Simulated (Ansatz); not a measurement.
`OC(O)[SiH2][SiH3]` + H₂O → `O[SiH2]C(O)O` + SiH₄  (formal hydrolysis of the Si–Si bond)

Isolated molecules relaxed with PBE0-D4/def2-TZVP in Ansatz; ΔE leaves out vibrations. CCSD(T)/CBS is the MP2 limit (def2-TZVPP, def2-QZVPP) plus CCSD(T) − MP2 in def2-TZVPP, frozen cores. This one scheme is used for every species. Functionals use def2-TZVPP. B3LYP here is the variant with VWN-RPA as its local correlation; programs differ in this. One conformer a species, not always the lowest.

CCSD(T)/CBS gives -91.8 kJ/mol.

(1) Another level gave -95.0 kJ/mol. Which?
A. PBE0/def2-TZVPP
B. CCSD(T)/def2-TZVPP
C. B3LYP/def2-TZVPP
D. HF/def2-TZVPP

Largest T1 diagnostic among the species: 0.013.

## Answers

(1) B. CCSD(T)/def2-TZVPP -95.0, PBE0 -81.2, HF/def2-TZVPP -120.2, B3LYP -100.0 kJ/mol.

In def2-TZVPP, CCSD(T) changes the Hartree–Fock value by +25.1 kJ/mol (the triples alone add +3.2 kJ/mol) and MP2 by +18.7 kJ/mol. From PBE to PBE0 (25 % exact exchange), in def2-TZVPP and without D4, ΔE moves by −5.5 kJ/mol.
